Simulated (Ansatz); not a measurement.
**Two structures, one formula**

The two ends of one reaction step of SiH4Cl3OF, singlet (PBE0-D4/def2-TZVP).

A:

```
atom    x (Å)    y (Å)    z (Å)
 Si1  -0.4577  -1.5074   0.9218
  H2  -1.4065  -1.8526  -0.1370
 Cl3  -1.7074   1.0928  -1.4228
 Cl4  -1.2366  -0.2068   2.2530
 Cl5   0.1805  -3.1797   1.8720
  H6   1.4176   1.0506  -0.3407
  F7   0.8357  -0.8284   0.2775
  H8   1.7277   2.0160  -1.4989
  O9   1.1398   1.8770  -0.7518
 H10  -0.4930   1.5386  -1.1730
```

B:

| atom | x (Å) | y (Å) | z (Å) |
| --- | --- | --- | --- |
| Si1 | -1.0025 | -0.3462 | 1.4020 |
| H2 | 1.0315 | -1.4741 | -2.7898 |
| Cl3 | -2.1513 | 0.1438 | -0.1806 |
| Cl4 | -2.1864 | -0.9512 | 2.9233 |
| Cl5 | 0.3206 | -1.7877 | 0.9514 |
| H6 | 1.3978 | 1.6061 | 0.0309 |
| F7 | -0.2346 | 0.9403 | 1.9032 |
| H8 | 1.1387 | -0.9656 | -2.2521 |
| O9 | 1.1073 | 1.1092 | -0.7378 |
| H10 | 0.5789 | 1.7254 | -1.2506 |

Program: Ansatz 0.2.0. Basis: def2-TZVPP. Cores are frozen in the correlated methods. B3LYP uses VWN-RPA correlation.

Task: Which structure is lower at CCSD(T), and by how much? (An estimate is asked for; the value comes from the calculation.)

Result: Computed: B, by 9.74 kcal/mol (electronic energy, against the other). By their contacts, A is a complex of SiHCl₂F ([F][SiH]([Cl])[Cl]) + HCl + H₂O and B is a complex of SiCl₃F ([F][Si]([Cl])([Cl])[Cl]) + H₂O + H₂.

All methods give the same order:

| method | E(B) − E(A) (kcal/mol) |
| --- | --- |
| SPW92 | -4.83 |
| PBE-D4 | -8.91 |
| BLYP-D4 | -9.41 |
| r2SCAN-D4 | -10.70 |
| B97M-V | -11.27 |
| PBE0-D4 | -9.25 |
| B3LYP-D4 | -9.28 |
| r2SCAN0-D4 | -10.49 |
| BHLYP-D4 | -9.56 |
| CAM-B3LYP-D4 | -8.19 |
| wB97X-V | -10.03 |
| wB97M-V | -10.86 |
| B2PLYP | -9.11 |
| PBE-QIDH | -10.01 |
| RPA on PBE | -9.67 |
| HF | -9.38 |
| MP2 | -11.45 |
| CCSD | -9.29 |
| CCSD(T) | -9.74 |

No T1 diagnostic of these runs exceeds 0.010.

Labels in which every atom is bracketed show which atoms are joined, not bond orders.

For scale, one of the runs: CCSD(T)/def2-TZVPP, 286 basis functions, launched by `ansatz run in.yaml --threads 8 --pin off --events-out ev --progress --plain --max-ram 19148MiB`. The run took 3.8 min on 8 CPU threads of an Arm Neoverse V2 (shared host), with 8.3 GiB of host memory at its peak.
